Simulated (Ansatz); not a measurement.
Two members of one family (Series InX3), computed with Ansatz in the gas phase; def2 core potentials for In, no spin–orbit coupling. The two geometries come from different levels. Binding counts from free atoms in the multiplicity of their measured ground term, without zero-point energy. The structures are stationary points that may keep the symmetry of their start.

First: InBr3 (singlet, charge 0, PBE0-D4/def2-SVP geometry).

```xyz
4

In    0.000    0.000    0.000
Br   -1.926   -1.526   -0.001
Br    1.202    0.459    2.094
Br    0.724    1.067   -2.093
```

```tsv
level	HOMO (eV)	LUMO (eV)	gap (eV)	binding per atom (eV)
PBE-D4/def2-SVP	-7.27	-3.80	3.47	2.31
revPBE-D4/def2-TZVP	-7.38	-3.81	3.58	2.21
r2SCAN-D4/def2-TZVP	-7.80	-3.79	4.01	2.35
PBE0-D4/def2-SVP	-8.62	-3.05	5.58	2.28
LC-ωPBE/def2-TZVP	-11.49	-1.01	10.48	2.23
```

Second: InF3 (singlet, charge 0, PBE0-D4/def2-TZVP geometry).

```tsv
atom	x (Å)	y (Å)	z (Å)
In1	0.000	0.000	0.001
F2	1.352	-0.240	-1.340
F3	-1.649	0.872	-0.448
F4	0.297	-0.632	1.787
```

What does the change do? Estimate second minus first.


```
              level  Δ HOMO (eV)  Δ LUMO (eV)  Δ gap (eV)  Δ binding per atom (eV)
    PBE-D4/def2-SVP        -1.53        -0.31        1.22                     0.90
revPBE-D4/def2-TZVP        -1.68        -0.38        1.30                     0.90
r2SCAN-D4/def2-TZVP        -1.83        -0.34        1.49                     0.82
   PBE0-D4/def2-SVP        -2.24        -0.18        2.06                     0.70
  LC-ωPBE/def2-TZVP        -2.48         0.01        2.48                     1.01
```
